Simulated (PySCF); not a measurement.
(S)-bromo-chloro-fluoromethane (CHBrClF), SMILES F[C@H](Br)Cl. The structure is a stationary point at PBE-D3(BJ)/def2-SVP.

Question: Give the equilibrium geometry at PBE-D3(BJ)/def2-SVP (PySCF confirms it by a frequency run) as Cartesian coordinates in Å. (An estimate is asked for; the answer gives what the named calculation found.)

Answer: 
```xyz
5

C     -0.6057    -0.4845    -0.3614
F     -0.8856    -1.5716     0.3772
Cl    -1.7997     0.7970    -0.0501
Br     1.2237     0.1210     0.0304
H     -0.6298    -0.7309    -1.4399
```
